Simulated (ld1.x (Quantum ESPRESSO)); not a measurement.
# Hf (Z = 72), TM: configuration errors across variants

```json
{
 "Element": "Hf",
 "Generator": "ld1.x (Quantum ESPRESSO) 7.5",
 "Type": "norm-conserving Troullier–Martins (Kleinman–Bylander form)",
 "Functional": "PBE",
 "Relativity": "fully relativistic",
 "Frozen core": "[Xe] 4f14",
 "Valence charge": "4",
 "Reference configuration": "5d2 6s2 6p0",
 "Partial waves": "6s (bound): rc 3.05 bohr; 6p (bound, empty): rc 3.30 bohr; 5d (bound): rc 2.50 bohr",
 "Local potential": "the d channel",
 "Core correction": "none"
}
```

Open shells are filled in proportion to 2j + 1 (rel_dist='average').

All-electron excitation energies from the reference (eV): (1) 5d2 6s1 6p0 7.980; (2) 5d2 6s0 6p0 22.160; (3) 5d1 6s0 6p0 43.943; (4) 5d3 6s0 6p0 9.991; (5) 5d3 6s1 6p0 2.589; (6) 5d2.5 6s1.5 6p0 1.253; (7) 5d1 6s2 6p0 6.500.

2 further variants failed, have other tests or another functional or relativity, and are left out.

A true bound ghost makes a file unfit for plane-wave use even where its test errors are small: the radial tests pick states by their node count and pass the ghost by.

The file “base” misses its own reference levels by 0.3 eV. The file “wave 6s (bound): rc 3.05 bohr becomes 6s (bound): rc 3.10 bohr” misses its own reference levels by 0.3 eV. The file “wave 5d (bound): rc 2.50 bohr becomes 5d (bound): rc 2.66 bohr” misses its own reference levels by 0.3 eV. The file “wave 6p (bound): rc 3.30 bohr becomes 6p (bound): rc 3.10 bohr” misses its own reference levels by 0.3 eV. The file “wave 6s (bound): rc 3.05 bohr becomes 6s (bound): rc 3.60 bohr” misses its own reference levels by 0.3 eV.

Errors AE − PS in meV (a dash: test not solved or not reliable):

| change | (1) | (2) | (3) | (4) | (5) | (6) | (7) | bound ghosts |
| --- | --- | --- | --- | --- | --- | --- | --- | --- |
| base | +8.1 | +147 | +340 | +80 | +9.6 | +1.3 | +33 | s, p3/2 |
| wave 6s (bound): rc 3.05 bohr becomes 6s (bound): rc 3.10 bohr | +8.1 | +147 | +340 | +80 | +9.6 | +1.3 | +33 | s, p3/2 |
| wave 5d (bound): rc 2.50 bohr becomes 5d (bound): rc 2.66 bohr | +8.2 | +147 | +338 | +84 | +11 | +1.7 | +34 | s, p3/2 |
| type ultrasoft; waves now 6s (bound): rcut 2.65, rcutus 3.05 bohr; 6s channel at 0.45 Ry: rcut 2.65, rcutus 3.05 bohr; 6p (bound): rcut 2.85, rcutus 3.30 bohr; 6p channel at 2.5 Ry: rcut 2.85, rcutus 3.30 bohr; 5d (bound): rcut 2.15, rcutus 2.50 bohr; 5d channel at 1.65 Ry: rcut 2.15, rcutus 2.50 bohr; local potential all-electron potential smoothed inside 2.75 bohr (lloc = -1); augmentation PSQ, radius 1.65 bohr | – | – | – | – | – | – | – | none |
| wave 6p (bound): rc 3.30 bohr becomes 6p (bound): rc 3.10 bohr | +8.1 | +147 | +340 | +80 | +9.6 | +1.3 | +33 | s, p3/2 |
| wave 6s (bound): rc 3.05 bohr becomes 6s (bound): rc 3.60 bohr | +5.0 | +117 | +254 | +89 | +16 | +2.9 | +36 | s, p3/2 |

Question: Give the same row for: core correction a·sin(br)/r model core inside 2.10 bohr.

Answer: -5.2, -31, -215, -67, -37, -12, -50; bound ghosts: s, p3/2.
